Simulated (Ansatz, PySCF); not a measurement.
Gas-phase reaction (SMILES): N[Si](N)(N)F + 3 [SiH4] (SiH4) -> F[SiH3] [fluorosilane] + 3 N[SiH3]; bond separation energy.

Geometries: B3LYP-D3(BJ)/def2-TZVP minima from Ansatz (a first-principles code), one conformer each, not searched for the lowest. Cores are frozen in the correlated levels unless marked. No spin-orbit coupling. No relativistic terms. CBS(X,Y): correlation extrapolated as X^-3; Hartree-Fock from the larger set. [CCSD(T)-MP2]/basis is that difference in the basis named. Thermal terms are rigid-rotor harmonic-oscillator values from B3LYP-D3(BJ) frequencies (Ansatz or PySCF) at 298.15 K and 1 atm. 1 Eh = 627.5095 kcal/mol.

```json
[
 {"species": "N[Si](N)(N)F", "E, RI-MP2/CBS(cc-pV(T+d)Z,cc-pV(Q+d)Z)+[CCSD(T)-MP2]/cc-pV(T+d)Z (Ansatz) (Eh)": "-556.77385", "E, r2SCAN-D4/def2-TZVPD (Ansatz + dftd4) (Eh)": "-557.36517", "H - E (Eh)": "0.09094"},
 {"species": "F[SiH3]", "E, RI-MP2/CBS(cc-pV(T+d)Z,cc-pV(Q+d)Z)+[CCSD(T)-MP2]/cc-pV(T+d)Z (Ansatz) (Eh)": "-390.71877", "E, r2SCAN-D4/def2-TZVPD (Ansatz + dftd4) (Eh)": "-391.17197", "H - E (Eh)": "0.03157"},
 {"species": "N[SiH3]", "E, RI-MP2/CBS(cc-pV(T+d)Z,cc-pV(Q+d)Z)+[CCSD(T)-MP2]/cc-pV(T+d)Z (Ansatz) (Eh)": "-346.80066", "E, r2SCAN-D4/def2-TZVPD (Ansatz + dftd4) (Eh)": "-347.23851", "H - E (Eh)": "0.05540"},
 {"species": "[SiH4] (SiH4)", "E, RI-MP2/CBS(cc-pV(T+d)Z,cc-pV(Q+d)Z)+[CCSD(T)-MP2]/cc-pV(T+d)Z (Ansatz) (Eh)": "-291.46100", "E, r2SCAN-D4/def2-TZVPD (Ansatz + dftd4) (Eh)": "-291.85367", "H - E (Eh)": "0.03520"}
]
```

Work out ΔE and ΔH at 298.15 K at the first level, then ΔH at the second.


1. ΔE = [(-390.71877) + 3×(-346.80066)] - [(-556.77385) + 3×(-291.46100)] = 0.03610 Eh = 22.7 kcal/mol at RI-MP2/CBS(cc-pV(T+d)Z,cc-pV(Q+d)Z)+[CCSD(T)-MP2]/cc-pV(T+d)Z.
2. The terms H - E add up to 0.00123 Eh, so ΔH = (0.03610 + (0.00123))×627.5095 = 23.4 kcal/mol.
3. At r2SCAN-D4/def2-TZVPD the same steps give ΔE = 24.3 and ΔH = 25.0 kcal/mol, a shift of +1.6 from the first level.
4. These values are not checked against measurement here, since the tables used lack a sound gas-phase enthalpy of formation for at least one species.
